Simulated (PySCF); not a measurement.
PySCF job for Sn(H)(F)(NH2)2 (FH5N2Sn), SMILES [NH2][SnH]([NH2])[F], B3LYP-D3(BJ)/def2-SVP. Geometry optimised at B3LYP-D3(BJ)/def2-SVP. The def2 effective core potentials stand for the cores of Sn; spin–orbit coupling is left out. One conformer was computed; it need not be the lowest.

```python
import numpy as np
from pyscf import gto, scf, dft, df
from pyscf.hessian import thermo

mol = gto.M(
    atom='''
    Sn    0.04583410    0.09141768   -0.22280208
    N    -1.63498758   -1.05591896   -0.24576363
    N     1.57137832   -1.08999508    0.42308727
    F    -0.14484457    1.54766183    1.08238218
    H     0.33829206    0.85050761   -1.72490306
    H    -2.39950425   -0.63494953   -0.77423565
    H    -1.98714295   -1.26231117    0.68967150
    H     1.23288289   -1.85469357    1.00837894
    H     2.27263350   -0.57699532    0.95848714
    ''',
    basis='def2-SVP',
    ecp={'Sn': 'def2-svp'},
    charge=0,
    spin=0,
    max_memory=1600,
    verbose=3,
)
mf = dft.RKS(mol, xc='b3lyp').density_fit(auxbasis='def2-universal-jkfit')
mf.disp = 'd3bj'
mf.grids.level = 3
mf.conv_tol = 1e-11
mf.max_cycle = 100
mf.kernel()

# [left out here: the lines that compute and print the analytic Hessian (its translational invariance restored by hand, since the grid's response is missing), thermochemistry and intensities]
```

It prints:

```
converged SCF energy = -426.591488488719

WARN: DFTD3 does not support analytical Hessian, using finite difference


WARN: Mole.unit (angstrom) is changed to Bohr

Mode                                 0                   1                   2
Irrep
Freq [cm^-1]                       97.7332            129.3892            154.8170
Reduced mass [au]                   1.4434              1.3394              3.4209
Force const [Dyne/A]                0.0081              0.0132              0.0483
Char temp [K]                     140.6163            186.1623            222.7472
Normal mode                   x     y     z       x     y     z       x     y     z
       0  Sn                 0.01 -0.00  0.01   -0.01  0.00  0.01    0.01  0.03 -0.01
       1   N                -0.02  0.04  0.01    0.03 -0.04 -0.08    0.08 -0.07  0.09
       2   N                -0.01 -0.06 -0.05   -0.03 -0.04 -0.00   -0.09 -0.11 -0.02
       3   F                -0.09  0.00 -0.01    0.04  0.05 -0.03   -0.06  0.01 -0.00
       4   H                 0.09 -0.01  0.01   -0.03  0.03  0.02    0.03  0.04  0.01
       5   H                -0.00  0.11  0.04   -0.16  0.20  0.40    0.04 -0.20  0.04
       6   H                -0.01  0.06  0.02    0.34 -0.61 -0.09    0.10  0.04  0.12
       7   H                 0.06  0.26  0.41   -0.02  0.02  0.07   -0.21 -0.16 -0.15
       8   H                 0.33 -0.00 -0.55    0.02 -0.03 -0.07   -0.06 -0.26  0.08
Mode                                 3                   4                   5
Irrep
Freq [cm^-1]                      182.0788            191.4021            501.9063
Reduced mass [au]                   2.5963              2.5996              1.3099
Force const [Dyne/A]                0.0507              0.0561              0.1944
Char temp [K]                     261.9708            275.3850            722.1315
Normal mode                   x     y     z       x     y     z       x     y     z
       0  Sn                 0.01 -0.00 -0.03   -0.01  0.01 -0.02   -0.00 -0.00  0.00
       1   N                -0.03  0.07  0.08    0.05 -0.07  0.00    0.05  0.10  0.03
       2   N                -0.00  0.03  0.08   -0.07  0.01  0.08    0.03 -0.04 -0.01
       3   F                -0.05 -0.08  0.05    0.10 -0.04  0.06   -0.02 -0.01 -0.00
       4   H                 0.03  0.02 -0.01   -0.00  0.00 -0.02   -0.58 -0.17 -0.20
       5   H                -0.16  0.22  0.39    0.06 -0.22 -0.12    0.05 -0.22 -0.21
       6   H                 0.22 -0.12  0.13   -0.01  0.02  0.00   -0.09 -0.37 -0.15
       7   H                -0.05  0.04  0.07   -0.08  0.25  0.40   -0.17  0.14  0.12
       8   H                -0.10  0.08  0.16    0.09  0.09 -0.20   -0.09  0.02  0.11
Mode                                 6                   7                   8
Irrep
Freq [cm^-1]                      531.2475            540.3607            595.4237
Reduced mass [au]                   2.4903              1.5182              1.4343
Force const [Dyne/A]                0.4141              0.2612              0.2996
Char temp [K]                     764.3469            777.4587            856.6821
Normal mode                   x     y     z       x     y     z       x     y     z
       0  Sn                -0.00 -0.01  0.00   -0.02  0.00 -0.00    0.00  0.03  0.01
       1   N                 0.08  0.10  0.02    0.05  0.07  0.02   -0.04 -0.04 -0.01
       2   N                -0.12  0.10  0.01    0.09 -0.07 -0.01    0.01 -0.00  0.02
       3   F                 0.00 -0.03 -0.02    0.00  0.00  0.00    0.01 -0.08 -0.04
       4   H                 0.13  0.03  0.06    0.66 -0.05  0.10    0.14 -0.69 -0.33
       5   H                 0.02 -0.19 -0.10   -0.06 -0.29 -0.08   -0.05  0.00  0.02
       6   H                 0.07 -0.19 -0.06    0.11 -0.15 -0.01   -0.05 -0.08 -0.02
       7   H                 0.19 -0.21 -0.24    0.06  0.03  0.12    0.10 -0.11 -0.08
       8   H                 0.20 -0.11 -0.24   -0.12  0.11  0.12    0.14 -0.12 -0.05
Mode                                 9                  10                  11
Irrep
Freq [cm^-1]                      604.1694            642.7341            649.2862
Reduced mass [au]                   3.9308              1.8866              1.6607
Force const [Dyne/A]                0.8454              0.4592              0.4125
Char temp [K]                     869.2652            924.7513            934.1782
Normal mode                   x     y     z       x     y     z       x     y     z
       0  Sn                 0.01 -0.02 -0.02   -0.03 -0.01 -0.00    0.01 -0.01  0.01
       1   N                -0.02 -0.01  0.00    0.15  0.04 -0.03    0.04  0.00 -0.01
       2   N                -0.01  0.01  0.01    0.04 -0.03  0.03   -0.09  0.07 -0.11
       3   F                -0.02  0.13  0.14    0.00  0.00  0.01   -0.00 -0.01 -0.00
       4   H                 0.07 -0.37 -0.18   -0.11 -0.17 -0.11    0.19 -0.27 -0.09
       5   H                -0.03 -0.05 -0.02    0.24  0.41  0.13    0.05  0.11  0.05
       6   H                -0.03 -0.08 -0.02    0.17  0.38  0.06    0.05  0.10  0.02
       7   H                 0.06 -0.08 -0.08    0.04 -0.06 -0.01   -0.31  0.30  0.08
       8   H                 0.07 -0.06 -0.04    0.10 -0.10  0.01   -0.39  0.26  0.11
Mode                                12                  13                  14
Irrep
Freq [cm^-1]                      834.5901            870.8397           1533.1078
Reduced mass [au]                   1.1047              1.1342              1.0945
Force const [Dyne/A]                0.4534              0.5068              1.5157
Char temp [K]                    1200.7894           1252.9444           2205.8008
Normal mode                   x     y     z       x     y     z       x     y     z
       0  Sn                -0.01 -0.00 -0.01   -0.00 -0.01  0.01   -0.00 -0.00  0.00
       1   N                 0.01 -0.02  0.06   -0.02  0.03 -0.05    0.04  0.00 -0.01
       2   N                 0.03  0.04 -0.00    0.04  0.05 -0.00    0.04 -0.03  0.05
       3   F                 0.00 -0.00  0.00    0.00  0.00 -0.00   -0.00 -0.00 -0.00
       4   H                 0.25  0.07  0.08   -0.02 -0.01 -0.01    0.02 -0.00 -0.01
       5   H                 0.30  0.36 -0.07   -0.28 -0.32  0.06   -0.21 -0.08  0.25
       6   H                -0.38 -0.31 -0.16    0.33  0.21  0.13   -0.30  0.07 -0.11
       7   H                -0.38  0.17 -0.06   -0.46  0.22 -0.06   -0.44 -0.11 -0.38
       8   H                 0.23 -0.32  0.08    0.30 -0.40  0.08    0.01  0.43 -0.40
Mode                                15                  16                  17
Irrep
Freq [cm^-1]                     1543.3265           1948.7949           3503.2380
Reduced mass [au]                   1.0897              1.0158              1.0498
Force const [Dyne/A]                1.5292              2.2730              7.5910
Char temp [K]                    2220.5032           2803.8819           5040.3796
Normal mode                   x     y     z       x     y     z       x     y     z
       0  Sn                 0.00 -0.00 -0.00    0.00  0.00 -0.01    0.00 -0.00 -0.00
       1   N                 0.06  0.01 -0.01   -0.00 -0.00 -0.00    0.00 -0.00 -0.00
       2   N                -0.02  0.02 -0.03    0.00 -0.00  0.00   -0.02  0.01 -0.05
       3   F                 0.00  0.00  0.00    0.00 -0.00 -0.00    0.00 -0.00 -0.00
       4   H                -0.01  0.01  0.03   -0.17 -0.45  0.87   -0.00  0.00  0.00
       5   H                -0.36 -0.14  0.43    0.00  0.00 -0.01   -0.01  0.01 -0.01
       6   H                -0.54  0.13 -0.19    0.02  0.01  0.00   -0.00 -0.00  0.01
       7   H                 0.24  0.06  0.21   -0.02  0.00 -0.01   -0.24 -0.54  0.37
       8   H                 0.00 -0.25  0.23    0.00  0.01 -0.01    0.48  0.35  0.33
Mode                                18                  19                  20
Irrep
Freq [cm^-1]                     3506.1816           3598.6599           3599.0374
Reduced mass [au]                   1.0501              1.0940              1.0938
Force const [Dyne/A]                7.6056              8.3476              8.3475
Char temp [K]                    5044.6146           5177.6703           5178.2135
Normal mode                   x     y     z       x     y     z       x     y     z
       0  Sn                 0.00  0.00  0.00    0.00  0.00 -0.00    0.00 -0.00  0.00
       1   N                -0.05  0.01  0.02   -0.01  0.01 -0.02    0.02 -0.03  0.06
       2   N                -0.00  0.00 -0.00    0.05  0.06 -0.00    0.02  0.02 -0.00
       3   F                 0.00  0.00  0.00    0.00  0.00 -0.00    0.00 -0.00 -0.00
       4   H                 0.00  0.00 -0.00    0.00 -0.00  0.00    0.00  0.00 -0.00
       5   H                 0.49 -0.27  0.38    0.18 -0.10  0.13   -0.48  0.26 -0.33
       6   H                 0.22  0.16 -0.64   -0.08 -0.05  0.22    0.22  0.13 -0.57
       7   H                -0.00 -0.01  0.01   -0.20 -0.46  0.36   -0.08 -0.18  0.13
       8   H                 0.01  0.01  0.01   -0.44 -0.32 -0.34   -0.17 -0.12 -0.13
temperature 298.1500 [K]
pressure 101325.00 [Pa]
Rotational constants [GHz] 4.35475 4.17002 2.71129
Symmetry number 1
Zero-point energy (ZPE) 0.05868 [Eh]   154068.991 [J/mol]
                           tot       elec      trans        rot        vib
Entropy [J/mol/K]       355.632      0.000    172.854    109.963     72.815
Cv [J/mol/K]            101.485      0.000     12.472     12.472     76.542
Cp [J/mol/K]            109.799      0.000     20.786     12.472     76.542
Internal energy [J/mol]                      3718.434   3718.434 166065.950
Internal energy [Eh]   -426.52540  -426.59149
Enthalpy [J/mol]                             6197.391   3718.434 166065.950
Enthalpy [Eh]          -426.52446
Gibbs free energy [J/mol]                  -45338.944 -29067.053 144356.031
Gibbs free energy [Eh] -426.56485
mode   freq/cm-1   IR/(km/mol)
   1       97.73        41.815
   2      129.39        29.828
   3      154.82         4.218
   4      182.08         2.961
   5      191.40        32.532
   6      501.91         7.989
   7      531.25       148.632
   8      540.36       157.402
   9      595.42        67.421
  10      604.17        49.518
  11      642.73        38.818
  12      649.29        76.475
  13      834.59        37.766
  14      870.84        28.351
  15     1533.11        10.372
  16     1543.33        13.800
  17     1948.79       119.920
  18     3503.24        10.721
  19     3506.18        11.560
  20     3598.66        16.039
  21     3599.04        13.386
max |gradient| / (hartree/bohr): 0.00012175937175908699
APT charges: [ 1.7929 -0.6973 -0.6764 -0.6928 -0.2808  0.1409  0.1384  0.133   0.1419]
```

The run converged.

Cost: around 70 core-seconds (rough).
